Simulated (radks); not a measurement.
Neutral samarium inside a hard spherical wall (all orbitals vanish at R), configuration held at [Xe] 4f6 6s2 and not refilled when levels cross. Method: scalar-relativistic Kohn-Sham, LDA (Slater exchange, VWN5 correlation), spin-polarised, spherical densities, finite nucleus; open shells are filled with parallel spins first (spin-orbit coupling, left out, can overturn this in heavy ions); Fermi nuclear charge, rms radius 5.0819 fm; computed with a radial shooting solver on a logarithmic mesh with Libxc functionals. Eigenvalues in eV for spin up, with the zero of energy where the potential of the charges vanishes at infinity; a dash marks a level that is unbound or too diffuse for the functional's potential to be trusted. A positive occupied level is held by the wall or, in an anion where self-interaction has pushed it up, behind a barrier. The pressure on the wall is -dE/dV.

R (bohr)  E (hartree)  kinetic (hartree)    e(5s)    e(5p)   e(4f)   e(6s)  e(5d, empty)  e(6p, empty)  pressure (GPa)
free      -10419.5524          11133.620  -44.258  -24.002  -3.817  -3.812        -2.055        -1.294               0
20        -10419.5524          11133.620  -44.258  -24.002  -3.817  -3.812        -2.055        -1.294        < 0.0001
15        -10419.5524          11133.621  -44.255  -23.999  -3.814  -3.810        -2.052        -1.280        0.000241
8         -10419.5320          11133.753  -43.511  -23.268  -3.077  -3.128        -1.373         0.056           0.682
7         -10419.5016          11133.903  -42.890  -22.666  -2.457  -2.404        -0.770         1.272            2.21
6         -10419.4247          11134.230  -41.841  -21.660  -1.391  -0.863         0.334         3.706            7.78
5         -10419.2152          11135.043  -39.997  -19.916   0.559   2.720         2.506         9.015            32.1
4         -10418.5390          11137.618  -36.149  -16.238   4.913  12.522         7.600        22.362             179
3         -10415.5724          11148.595  -25.453   -4.989  17.791  46.618        23.493        63.958            1610
2         -10395.3057          11213.714   22.752   51.248  65.788  209.42        97.730        243.36           30000
1.5       -10340.6328          11374.674   138.65   183.66  143.77  532.76        253.37        581.98          219000
